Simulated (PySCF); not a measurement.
Be(F)(SH) (BeFHS), SMILES [F][Be][SH]. Atoms are numbered in the order given.

```xyz
4

Be     0.0179    -0.6693     0.0000
F     -0.0076    -2.0469     0.0000
S      0.0789     1.2370     0.0000
H     -1.2657     1.3073     0.0000
```
Charge 0, spin multiplicity 1.

Geometry optimised at r2SCAN-D4/def2-TZVP. The values are those of a single conformer.

These are PBE/def2-TZVPD (PySCF) values and carry that method's errors.

Symmetry labels are those of the subgroup Cs that the program uses (full group Cs).

**Question.** List the valence orbital energies around the gap with their symmetry. (An estimate is asked for; the answer gives what the named calculation found.)

**Answer.** 
```json
[
 {"orbital": "HOMO−7", "symmetry": "A'", "energy (eV)": "-29.00"},
 {"orbital": "HOMO−6", "symmetry": "A'", "energy (eV)": "-18.14"},
 {"orbital": "HOMO−5", "symmetry": "A'", "energy (eV)": "-11.22"},
 {"orbital": "HOMO−4", "symmetry": "A'", "energy (eV)": "-10.48"},
 {"orbital": "HOMO−3", "symmetry": "A\"", "energy (eV)": "-10.02"},
 {"orbital": "HOMO−2", "symmetry": "A'", "energy (eV)": "-9.96"},
 {"orbital": "HOMO−1", "symmetry": "A'", "energy (eV)": "-8.35"},
 {"orbital": "HOMO", "symmetry": "A\"", "energy (eV)": "-6.72"},
 {"orbital": "LUMO", "symmetry": "A'", "energy (eV)": "-1.40"},
 {"orbital": "LUMO+1", "symmetry": "A'", "energy (eV)": "-1.06"},
 {"orbital": "LUMO+2", "symmetry": "A\"", "energy (eV)": "-0.36"},
 {"orbital": "LUMO+3", "symmetry": "A'", "energy (eV)": "-0.18"}
]
```
